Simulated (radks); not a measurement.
Results of a calculation; reference values are marked as such.
Ta IV, 70 electrons, occupied as [Xe] 4f14 5d1 5f1 (not the ground configuration).

Code: a radial shooting solver on a logarithmic mesh with Libxc functionals. Model: scalar-relativistic Kohn-Sham, MS2 meta-GGA, spin-polarised, spherical densities, finite nucleus; open shells are filled with parallel spins first (spin-orbit coupling, left out, can overturn this in heavy ions); meta-GGA in the generalised Kohn-Sham scheme; Fermi nuclear charge, rms radius 5.3507 fm.

Energy parts (eV):
total: -424479.13
kinetic: 466272.51
electron-nucleus: -1045852.44
Hartree: 163618.18
exchange-correlation: -8517.38

Orbitals (lengths in bohr, moments of r in powers of bohr):
| orbital | occ. | eigenvalue (eV) | <r^4> |
|---|---|---|---|
| 1s up | 1 | -67432.27 | 6.202e-07 |
| 1s down | 1 | -67432.27 | 6.202e-07 |
| 2s up | 1 | -11624.00 | 0.00009370 |
| 2s down | 1 | -11623.96 | 0.00009370 |
| 2p up | 3 | -10185.92 | 0.00007329 |
| 2p down | 3 | -10185.89 | 0.00007329 |
| 3s up | 1 | -2695.143 | 0.003448 |
| 3s down | 1 | -2695.150 | 0.003448 |
| 3p up | 3 | -2265.838 | 0.003707 |
| 3p down | 3 | -2265.835 | 0.003707 |
| 3d up | 5 | -1765.984 | 0.002879 |
| 3d down | 5 | -1765.953 | 0.002879 |
| 4s up | 1 | -579.9018 | 0.08156 |
| 4s down | 1 | -579.8338 | 0.08156 |
| 4p up | 3 | -438.8602 | 0.1087 |
| 4p down | 3 | -438.7998 | 0.1087 |
| 4d up | 5 | -258.3028 | 0.1627 |
| 4d down | 5 | -258.2365 | 0.1625 |
| 4f up | 7 | -59.5435 | 0.6335 |
| 4f down | 7 | -59.3914 | 0.6149 |
| 5s up | 1 | -107.7931 | 2.634 |
| 5s down | 1 | -107.2639 | 2.597 |
| 5p up | 3 | -73.6689 | 4.940 |
| 5p down | 3 | -72.9011 | 4.832 |
| 5d up | 1 | -34.4394 | 20.88 |
| 5d down | 0 | -33.1835 | 19.86 |
| 5f up | 1 | -12.1636 | 518.0 |

The highest occupied level is 5f up at -12.164 eV. The configuration is held as typed, so some empty levels lie below it. Summed over all electrons, <r^2> = 48.66 bohr^2, which gives a Langevin (diamagnetic) susceptibility term of -38.5 x 10^-6 cm^3/mol. The electron density at the nucleus is 1.394e+06 e/bohr^3 (large components only). The density falls to 0.001 e/bohr^3 at r = 4.44 bohr. Spin moment in Bohr magnetons: 2.
